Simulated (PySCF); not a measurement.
**From computed data to an observable: dipole moment from atomic charges**

Sn(Cl)2(Br)(NH2) (BrCl₂H₂NSn), SMILES [Sn]([NH2])([Cl])([Cl])[Br]. Atoms are numbered in the order given.

```xyz
7

N     -1.0411     2.1530     0.0000
Sn    -0.4016     0.2308     0.0000
Cl    -1.2748    -0.7915    -1.9071
Cl    -1.2748    -0.7915     1.9071
Br     2.0599    -0.1429     0.0000
H     -0.6935     2.6502    -0.8238
H     -0.6935     2.6502     0.8238
```

Geometry optimised at r2SCAN-D4/def2-SVP. The def2 effective core potentials stand for the cores of Sn; spin–orbit coupling is left out. One conformer was computed; it need not be the lowest.

Charges (e) from B3LYP/def2-TZVP in PySCF:

```tsv
atom	ESP fit	Mulliken
N1	-0.713	-0.678
Sn2	0.375	1.120
Cl3	-0.112	-0.321
Cl4	-0.112	-0.321
Br5	-0.117	-0.285
H6	0.339	0.243
H7	0.339	0.243
```

The dipole moment of the full density is 2.72 D.

What dipole moment does each set of point charges give, and which comes closer to that of the density?


μ = Σ q r, and 1 e Å = 4.8032 D.
ESP fit: Σ q r = (0.166, 0.542, 0.000) e Å, |μ| = 2.72 D.
Mulliken: Σ q r = (0.150, 0.636, 0.000) e Å, |μ| = 3.14 D.
ESP fit comes closer in size. Point charges leave out the atoms' own dipoles (lone pairs, polarised bonds); fits to the potential absorb them, partitions of the density don't.
